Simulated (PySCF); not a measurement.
- shielding tensors at PBE0/pcSseg-1 (GIAO)
- geometry: GFN2-xTB
- program: PySCF 2.14.0 with density-fitted response routines
- no solvent model, averaged over atoms made equivalent by symmetry, fast rotation or ring inversion, no relativistic terms, a single conformation

δ = σ(ref) − σ, references computed at the same level: ¹H (σ = 31.72 ppm) and ¹³C (σ = 186.93 ppm) vs TMS. Acid and N–H amide carbonyl carbons lie up to 10 ppm further downfield in solution (hydrogen bonding). Shifts are as computed. Against solution values, carbons near 30 ppm lie about +3 ppm off and those near 130 ppm about +5 ppm; carbons on Cl a further +6 ppm. Of 1309 compounds with measured shifts, 239 miss one by over three times the rms of a fit or turn the order of signals round; such compounds aren't used in these exercises. Groups on amide-type nitrogens are kept apart (slow C–N rotation). Carbons bonded to Cl come out too deshielded. OH and NH positions are gas-phase values without hydrogen bonding to other molecules.

Q: Order these molecules by the shift of their most deshielded carbon-bound hydrogen, lowest δ first.
A. O=CC#CCN[SiH3]
B. [SiH3]OC1=CCC/C1=C\Cl
C. Cc1nn([SiH3])c(C)c1F
D. C=C1[SiH2][C@H]1C(N)=O

A: C (2.43 ppm, hydrogen on a methyl carbon on an aromatic ring), B (6.33 ppm, hydrogen on an alkene CH), D (6.92 ppm, hydrogen on a terminal =CH2 carbon), A (9.57 ppm, hydrogen on an aldehyde carbonyl carbon).

Q: How many ¹³C and ¹H signals does each give (equivalence by symmetry and fast rotation, but not about amide C–N or C=N bonds)? `[SiH3]OC1=CCC/C1=C\Cl`, `C=C1[SiH2][C@H]1C(N)=O`, `Cc1nn([SiH3])c(C)c1F`, `O=CC#CCN[SiH3]`

A: [SiH3]OC1=CCC/C1=C\Cl: 6 C, 5 H; C=C1[SiH2][C@H]1C(N)=O: 4 C, 7 H; Cc1nn([SiH3])c(C)c1F: 5 C, 3 H; O=CC#CCN[SiH3]: 4 C, 4 H.
